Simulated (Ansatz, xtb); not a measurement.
# AlGeH7Si: which of two structures lies lower

We compare I, `[AlH2][SiH2][GeH3]`, a singlet, with II, a singlet given by its coordinates. Both are isolated molecules in the gas phase, relaxed with PBE0-D3(BJ)/def2-SVP; the shapes shown needn't be the lowest conformers.

I (Å):

```yaml
atoms:
  - { symbol: Al, position_ang: [-1.5374, -0.5092, 0.8030] }
  - { symbol: Ge, position_ang: [2.0526, 0.2184, -0.7203] }
  - { symbol: Si, position_ang: [-0.3004, 0.3052, -1.1449] }
  - { symbol: H, position_ang: [-1.9559, 0.4970, 1.9637] }
  - { symbol: H, position_ang: [-1.8732, -2.0586, 0.9492] }
  - { symbol: H, position_ang: [-0.5538, -0.5218, -2.3701] }
  - { symbol: H, position_ang: [-0.6315, 1.7299, -1.4764] }
  - { symbol: H, position_ang: [2.4908, -1.2302, -0.4257] }
  - { symbol: H, position_ang: [2.4078, 1.0783, 0.5094] }
  - { symbol: H, position_ang: [2.8601, 0.7358, -1.9256] }
```

II (Å):

```
atom    x (Å)    y (Å)    z (Å)
  Al  -2.4433  -0.2188   0.0131
  Ge  -0.5461   0.7236  -1.6087
  Si   0.0526   2.4253   0.0756
   H  -2.6877   0.4355   1.4336
   H  -2.2171   0.9683  -1.2915
   H  -3.2451  -1.4438  -0.5919
   H  -0.7251  -0.4603  -0.3762
   H   1.4992   2.2286   0.4127
   H  -0.7288   2.4462   1.3520
   H  -0.0803   3.7663  -0.5792
```

Close contacts (Å): Al1–Ge2 2.67, Ge2–Si3 2.47, Al1–H4 1.58, Al1–H5 1.78, Al1–H6 1.58, Al1–H7 1.78, Ge2–H5 1.72, Ge2–H7 1.72, Si3–H8 1.50, Si3–H9 1.50, Si3–H10 1.50.

Quicker runs give these differences E(II) − E(I): GFN2-xTB −25.5 kcal/mol; HF/STO-3G +68.2 kcal/mol (at GFN2-xTB geometries); r2SCAN-D4/def2-SVP +7.9 kcal/mol (at GFN2-xTB geometries).

Question: Estimate which is lower in electronic energy at CCSD(T)/def2-TZVP, and by roughly how much.

Answer: The CCSD(T)/def2-TZVP calculation puts structure I lower, by 4.0 kcal/mol.

How the difference moves with the method:

```csv
level,geometry,E(II) − E(I) (kcal/mol),departure from the last row (kcal/mol),"job, with rough time for the two"
GFN2-xTB,GFN2-xTB,−25.5,−29.5,"optimisation, 0.77 s"
HF/STO-3G,GFN2-xTB,+68.2,+64.2,"single point, 0.58 s"
r2SCAN-D4/def2-SVP,GFN2-xTB,+7.9,+3.9,"single point, 3.7 s"
PBE0-D3(BJ)/def2-SVP,PBE0-D3(BJ)/def2-SVP,+3.9,−0.1,"optimisation, 2.8 min"
HF/def2-TZVP,PBE0-D3(BJ)/def2-SVP,+8.9,+4.9,part of the CCSD(T) run
MP2/def2-TZVP,PBE0-D3(BJ)/def2-SVP,+4.1,+0.1,part of the CCSD(T) run
CCSD(T)/def2-TZVP,PBE0-D3(BJ)/def2-SVP,+4.0,,"single point, 71 s"
```

GFN2-xTB puts the two in the other order. The largest departure from CCSD(T)/def2-TZVP is that of HF/STO-3G, 64.2 kcal/mol.

With harmonic frequencies from PBE0-D3(BJ)/def2-SVP (ideal gas, rigid rotor, one conformer each, 298.15 K, 1 atm): on the last row, ΔE + ΔZPE = +4.6, ΔH = +4.2, ΔG = +5.6 kcal/mol.

The correlated steps freeze 19 core orbitals; the filled d shell of Ge is correlated, in a basis made for valence electrons. Codes used: Ansatz 0.2.0, xtb 6.7.1; the last row on 2 threads of Intel(R) Xeon(R) Platinum 8259CL CPU @ 2.50GHz (Skylake/Cascade Lake) on a shared host.
